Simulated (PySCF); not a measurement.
C5H12Ge, SMILES CC(C)/C=[CH]\[GeH3] (GFN2-xTB optimised geometry):

```
18

C      1.389    -0.601     0.000
C     -0.140    -0.601     0.000
C     -0.681    -1.355    -1.215
C     -0.649     0.805     0.000
C     -1.357     1.352     0.978
Ge    -1.897     0.466     2.623
H      1.768    -1.620     0.020
H      1.769    -0.109    -0.893
H      1.766    -0.073     0.873
H     -0.494    -1.098     0.913
H     -1.769    -1.361    -1.203
H     -0.329    -2.384    -1.210
H     -0.348    -0.881    -2.136
H     -0.392     1.383    -0.882
H     -1.671     2.384     0.874
H     -2.666     1.427     3.470
H     -0.733    -0.012     3.434
H     -2.776    -0.722     2.384
```

Level of theory: CAM-B3LYP/def2-SVP run with PySCF.

Q: What are the frontier orbital energies and the dipole moment?

A: HOMO-2 -10.58 eV, HOMO-1 -9.83 eV, HOMO -8.70 eV, LUMO 1.16 eV, LUMO+1 2.53 eV; dipole moment 0.97 D.

Meta-Löwdin charges at CAM-B3LYP/def2-SVP: C1 -0.28, C2 -0.04, C3 -0.28, C4 -0.06, C5 -0.31, Ge6 0.36, H7 0.09, H8 0.09, H9 0.10, H10 0.08, H11 0.10, H12 0.09, H13 0.09, H14 0.09, H15 0.10, H16 -0.07, H17 -0.08, H18 -0.08.
